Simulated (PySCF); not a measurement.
## Energy of Ag²⁺ (silver, charge +2) between two integer charges

The 4d beta orbital of [Kr] 4d9 is emptied in steps (occupation f), with all orbitals relaxed, ending at [Kr] 4d8. Calculation: PySCF 2.14, in def2-TZVPPD with the def2 core potential (28 electrons); a scalar-relativistic core potential. The exact energy is a straight line in f; departures are measured from the line between the end points of the same method.

| f | UHF (eV) | LDA (eV) | PBE (eV) |
| --- | --- | --- | --- |
| 1 | 0.000 | 0.000 | 0.000 |
| 0.8 | 0.304 | -1.145 | -1.116 |
| 0.6 | 0.445 | -1.726 | -1.680 |
| 0.4 | 0.435 | -1.734 | -1.685 |
| 0.2 | 0.283 | -1.161 | -1.126 |
| 0 | 0.000 | 0.000 | 0.000 |

| method | E(f=0) − E(f=1) (eV) | −ε at f=1 (eV) | −ε at f=0.4 (eV) |
| --- | --- | --- | --- |
| UHF | 32.980 | 34.931 | 32.566 |
| LDA | 35.440 | 28.322 | 36.848 |
| PBE | 34.977 | 28.032 | 36.359 |

Orbital energy along the path (eV):

```
  f      UHF      LDA      PBE
  1  -34.931  -28.322  -28.032
0.8  -34.082  -31.115  -30.772
0.6  -33.296  -33.960  -33.551
0.4  -32.566  -36.848  -36.359
0.2  -31.885  -39.771  -39.187
  0  -31.249  -42.721  -42.027
```

Reference removal energy between the ground levels: 34.8 ± 0.3 eV (semi-empirical (NIST evaluation); NIST Atomic Spectra Database, ionization energies). The calculation has no spin-orbit coupling. The determinant left behind need not be the lowest term of the ion. UHF lacks correlation.
